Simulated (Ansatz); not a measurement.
SiHF3⁺. Charge 1, multiplicity 2. Geometry PBE0-D4/def2-TZVP, that of the neutral singlet.

```xyz
5

Si   -0.038    0.010   -0.012
H    -1.382    0.383   -0.447
F     0.047   -0.029    1.558
F     1.023    1.047   -0.537
F     0.350   -1.411   -0.562
```

(1) Estimate the α-spin orbital energies around the gap (eV) in Ansatz with PBE-D4/def2-TZVP, r2SCAN-D4/def2-TZVP, PBE0-D4/def2-TZVP.

Answers

(1) 
```
orbital  PBE-D4/def2-TZVP  r2SCAN-D4/def2-TZVP  PBE0-D4/def2-TZVP
 HOMO−5            -18.84               -19.37             -20.95
 HOMO−4            -18.84               -19.37             -20.95
 HOMO−3            -18.52               -19.18             -20.67
 HOMO−2            -18.23               -18.74             -20.29
 HOMO−1            -18.23               -18.74             -20.29
   HOMO            -17.64               -18.16             -19.71
   LUMO             -7.16                -6.71              -6.32
 LUMO+1             -7.16                -6.70              -6.32
 LUMO+2             -6.98                -6.45              -6.02
 LUMO+3             -4.69                -3.94              -3.66
 LUMO+4             -2.99                -1.86              -2.31
 LUMO+5             -1.10                -0.04              -0.27
 β HOMO            -17.50               -18.00             -19.56
 β LUMO            -17.29               -17.32             -16.78
```
